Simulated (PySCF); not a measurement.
**State search for ZnBr**

Unrestricted PBE0; PySCF, no relativity, basis sets Zn pcseg-1, Br pcseg-1. Outer shells of the fragments: Zn 3d10 4s2; Br 3d10 4s2 4p5.

Followed along the bond (rough minima from three points):

| 2Ms+1 | unpaired | ⟨S²⟩ at the start | R at minimum (Å) | Te (eV) |
| --- | --- | --- | --- | --- |
| 2 | σ ↑ | 0.75 | 2.32 | 0.00 |
| 4 | σ ↑, π ↑↑ | 3.75 | none in the scan | ≤ 7.63 |

Solutions found at the starting distance of 2.305 Å, counted from the lowest of them; the search is not exhaustive and high or unbound solutions are not listed, so other states can lie among these:

```csv
2Ms+1,unpaired,term,E (eV),⟨S²⟩,⟨Lz²⟩,μ (D)
2,σ ↑,²Σ⁺,0.00,0.75,0.00,-3.42
2,π ↑,²Π,3.42,0.75,1.00,3.33
2,π ↑,²Π,5.63,0.79,1.01,-4.48
4,"σ ↑, π ↑↑",mixed,7.84,3.75,2.01,2.02
4,"σ ↑↑, π ↑",⁴Π,8.74,3.75,1.01,1.04
```

A term symbol is given only where ⟨S²⟩ and ⟨Lz²⟩ are close to those of a pure state; real π, δ and φ orbitals otherwise mix terms. A positive dipole means Zn(−)Br(+).

Spin–orbit coupling is left out. Counting both spins, an empty level lies below a filled one in some of these solutions, because spin and occupation are held.
